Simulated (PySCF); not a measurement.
**Relaxation of singlet ClBr₂⁺**

Computed with PBE0/[Cl def2-TZVP, Br def2-TZVP], no relativity, density fitting, PySCF. A (50,194) grid was used.

A start displaced from a saddle point along its imaginary mode, of C2v symmetry, held to at least that symmetry:

```xyz
3
charge 1 multiplicity 1, angstrom
Cl    0.1199   -0.0055    0.0000
Br   -0.0266    0.0012    2.2644
Br   -0.0266    0.0012   -2.2644
```

At each step, columns x, y, z (Å) and Fx, Fy, Fz (eV/Å):

```
step 0  E − E(last) = 174.21 kJ/mol
Cl   0.120  -0.005   0.000   1.768  -0.081   0.000
Br  -0.027   0.001   2.264  -0.884   0.041  -0.404
Br  -0.027   0.001  -2.264  -0.884   0.041   0.404
step 1  E − E(last) = 117.27 kJ/mol
Cl   0.331  -0.015   0.000   1.314  -0.060   0.000
Br  -0.132   0.006   2.232  -0.657   0.030  -1.244
Br  -0.132   0.006  -2.232  -0.657   0.030   1.244
step 2  E − E(last) = 66.64 kJ/mol
Cl   0.596  -0.027   0.000  -0.254   0.015   0.001
Br  -0.264   0.012   2.141   0.127  -0.008  -1.848
Br  -0.264   0.012  -2.141   0.127  -0.008   1.848
step 3  E − E(last) = 36.21 kJ/mol
Cl   0.716  -0.033   0.000  -0.791   0.029  -0.001
Br  -0.324   0.015   2.024   0.396  -0.015  -1.631
Br  -0.324   0.015  -2.024   0.396  -0.015   1.632
step 4  E − E(last) = 2.30 kJ/mol
Cl   0.776  -0.036   0.000   0.114  -0.013   0.000
Br  -0.354   0.016   1.834  -0.057   0.006  -0.286
Br  -0.354   0.016  -1.834  -0.057   0.006   0.286
step 5  E − E(last) = 0.01 kJ/mol
Cl   0.832  -0.038   0.000   0.024  -0.007   0.000
Br  -0.383   0.018   1.763  -0.012   0.003   0.036
Br  -0.383   0.018  -1.763  -0.012   0.003  -0.036
step 6  E − E(last) = 0.00 kJ/mol
Cl   0.830  -0.038   0.000  -0.013  -0.005   0.000
Br  -0.382   0.017   1.768   0.006   0.003  -0.008
Br  -0.382   0.017  -1.768   0.006   0.003   0.008
step 7  E − E(last) = 0.00 kJ/mol
Cl   0.830  -0.038   0.000   0.002  -0.006   0.000
Br  -0.381   0.017   1.768  -0.001   0.003   0.001
Br  -0.381   0.017  -1.768  -0.001   0.003  -0.001
```

It ends at C2v with Cl–Br 2.144 Å (×2); Br–Cl–Br 111.1° (after a last refinement on a finer grid). The frequency run here used a shortcut that can spoil soft modes, so no verdict on minimum or saddle point is given. Other isomers or separated fragments may lie lower.

The relaxation took about 4 core-minutes on a shared host.
